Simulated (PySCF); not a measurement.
Vertical excitations of a molecule C4H10Si2 from TDA-PBE0/def2-SVPD (PySCF), as energy in eV (oscillator strength): 5.57 (0.057), 5.85 (0.013), 6.23 (0.047), 6.31 (0.028), 6.46 (0.256), 6.57 (0.020). Lowest triplet (TDA): 3.81 eV. Geometry optimised at B3LYP-D3(BJ)/def2-SVP. A frequency run showed that this geometry is not a minimum. One conformer was computed; it need not be the lowest.

**Question.** Which molecule gave these data?
A) C[SiH2]C1=C[SiH2]C1
B) C=C1CC[Si@H]1[SiH3]
C) C[Si@H]1C=C[C@H]1[SiH3]
D) C[SiH2]CC#C[SiH3]

**Answer.** B, C=C1CC[Si@H]1[SiH3]
